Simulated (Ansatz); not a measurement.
CH7ClOSi2 can be A, `C[SiH2][SiH](O)Cl`, or B, `O[SiH]([SiH3])CCl`.

Computed with Ansatz on PBE0-D4/def2-TZVP structures; ΔE is electronic, products minus reactants. CBS: MP2 limit from def2 TZ/QZ plus the TZ coupled-cluster correction, frozen cores. DFT in def2-TZVPP. B3LYP here is the variant with VWN-RPA as its local correlation; programs differ in this. One conformer a species, not always the lowest.

**Question.** Which is lower in electronic energy at CCSD(T)/CBS, and by how much? (Estimate.)

**Answer.** Ansatz gave: A, by 176.7 kJ/mol.

**Question.** Give E(B) − E(A) in kJ/mol with B2PLYP, B3LYP-D4, PBE0-D4, CCSD/def2-TZVPP, PBE-D4, CCSD(T)/def2-TZVPP, ωB97M-V. (Best estimate.)

**Answer.** Ansatz gave: B2PLYP 177.5, B3LYP-D4 175.4, PBE0-D4 176.8, CCSD/def2-TZVPP 175.7, PBE-D4 172.0, CCSD(T)/def2-TZVPP 174.2, ωB97M-V 178.3. None reverses the order clearly.

Largest T1 diagnostic: 0.011.

From PBE to PBE0 (25 % exact exchange), in def2-TZVPP and without D4, E(B) − E(A) moves by +4.7 kJ/mol.
